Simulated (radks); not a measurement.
Fractional charge and spin in the 4p shell of silver: the spin-up occupation runs from 2 to 3 and the spin-down occupation from 2 to 3; the fullest corner is Ag3+, [Ar] 3d10 4s2 4d(up 4, down 4) 4p(up 3, down 3). Calculated with a radial shooting solver on a logarithmic mesh with Libxc functionals: scalar-relativistic Kohn-Sham, PBE, spin-polarised, spherical densities, point nucleus. Energy (eV) minus the two flat planes that join the four corners (they meet along the diagonal where the two added fractions sum to one electron); zero is where a piecewise linear energy would lie.

| down \ up | 2 | 2.25 | 2.5 | 2.75 | 3 |
|---|---|---|---|---|---|
| 2 | 0.000 | -1.798 | -2.389 | -1.785 | 0.000 |
| 2.25 | -1.798 | -2.316 | -1.640 | 0.214 | -1.698 |
| 2.5 | -2.389 | -1.640 | 0.286 | -1.557 | -2.253 |
| 2.75 | -1.785 | 0.214 | -1.557 | -2.183 | -1.681 |
| 3 | 0.000 | -1.698 | -2.253 | -1.681 | 0.000 |

Corners above the fullest one (they belong to Ag4+ and the next ion): (up 3, down 2) 105.71 eV, (up 2, down 3) 105.71 eV, (up 2, down 2) 231.14 eV. With half an added electron in each spin the energy lies 0.286 eV from the planes, and with half an added electron in spin up alone -2.389 eV. The planes are only a guide here: the flat-plane condition holds for ground states with one frontier orbital, while this shell lies below other occupied shells, so the corners above the fullest one are inner-hole states and not the ground states of those ions.
